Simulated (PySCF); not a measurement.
Compound: C₂H₈ClSi₂ (doublet state).
Structure used (GFN2-xTB), in Å, numbered top down from 1:
```
atom  x, y, z in Å
Si1    1.8263   -0.1905    0.8047
C2     0.5337   -0.8160   -0.4904
C3    -0.4331    0.2246   -0.8427
Si4   -2.0708    0.5325   -0.0221
Cl5    0.1471    1.4311   -1.9266
H6     2.7473   -1.2957    1.0739
H7     1.1009    0.1943    2.0135
H8     2.5472    0.9447    0.2350
H9     1.0941   -1.1538   -1.3646
H10    0.0041   -1.6688   -0.0670
H11   -3.0264    0.9683   -1.0418
H12   -2.4708   -0.7372    0.5886
H13   -2.0040    1.5670    1.0217
```

The hyperfine couplings belong to this conformer and change with its torsions.

The species is `[SiH3]C[C]([SiH3])Cl` [radical].

Method: UKS B3LYP, pcH-1 on C Cl H Si, non-relativistic, mean-field spin-orbit, GIAO (PySCF 2.14.0). Isolated species at its GFN2-xTB geometry (one conformer only). Couplings are sensitive to structure, and on GFN2-xTB geometries they can be far from those on DFT ones. No stability test was run, so a lower SCF solution isn't excluded.

(1) Match the computed a_iso(29Si) values -104.8, +39.6 MHz with the sites Si1; Si4.

(2) The isotropic 13C couplings are +101.4, -26.0 MHz. Assign them to C2; C3.

(3) Match the computed a_iso(1H) values +43.7, +34.4, +4.5 MHz (means over equivalent nuclei) with the sites H6/H7/H8; H9/H10; H11/H12/H13.

## Answers

(1) 
| site | a_iso (MHz) | ρ(0) (bohr⁻³) | position | distance from C3 (Å) | spin population | largest \|T\| (MHz) |
| --- | --- | --- | --- | --- | --- | --- |
| Si1 | -104.8 | +0.1181 | 2 bonds from C3 | 2.83 | +0.07 | 21.3 |
| Si4 | +39.6 | -0.0446 | 1 bond from C3 | 1.86 | -0.03 | 3.1 |

(2) 
```
site  a_iso (MHz)  ρ(0) (bohr⁻³)                 position  distance from C3 (Å)  spin population  largest |T| (MHz)
  C2        -26.0        -0.0231           1 bond from C3                  1.46            -0.06                4.3
  C3       +101.4        +0.0897  largest spin population                  0.00            +0.83              143.3
```

(3) 
```json
{"site": "H6/H7/H8", "a_iso (MHz)": "+4.5", "ρ(0) (bohr⁻³)": "+0.0010", "position": "γ, 3 bonds from C3", "distance from C3 (Å)": "3.50", "bound to": "Si1", "spin population there": "+0.07", "largest |T| (MHz)": "3.6"}
{"site": "H9/H10", "a_iso (MHz)": "+43.7", "ρ(0) (bohr⁻³)": "+0.0098", "position": "β, 2 bonds from C3", "distance from C3 (Å)": "2.11", "bound to": "C2", "spin population there": "-0.06", "largest |T| (MHz)": "7.9"}
{"site": "H11/H12/H13", "a_iso (MHz)": "+34.4", "ρ(0) (bohr⁻³)": "+0.0077", "position": "β, 2 bonds from C3", "distance from C3 (Å)": "2.72", "bound to": "Si4", "spin population there": "-0.03", "largest |T| (MHz)": "5.2"}
```

ρ(0) is the spin density at the nucleus and T the dipolar tensor; a_iso includes a spin–orbit part; entries for several nuclei are means. Largest spin populations (Mulliken): C3 (+0.83), Cl5 (+0.08) and Si1 (+0.07). No atom but C3 exceeds +0.15. The angles at C3 add up to 359.0°, so it is planar.

Examples of negative spin density at the nucleus (bohr⁻³): Si4 (-0.0446) and C2 (-0.0231).

Means are taken over nuclei equivalent by connectivity, which assumes that they swap fast. The three 1H nuclei of mean +34.4 MHz run from 1.4 to 70.6 MHz in the frozen geometry. The three 1H nuclei of mean +4.5 MHz run from -3.6 to 18.6 MHz in the frozen geometry. The 1H value of +43.7 MHz is a mean of couplings from 22.1 to 65.4 MHz in this one geometry, not an average over conformers.
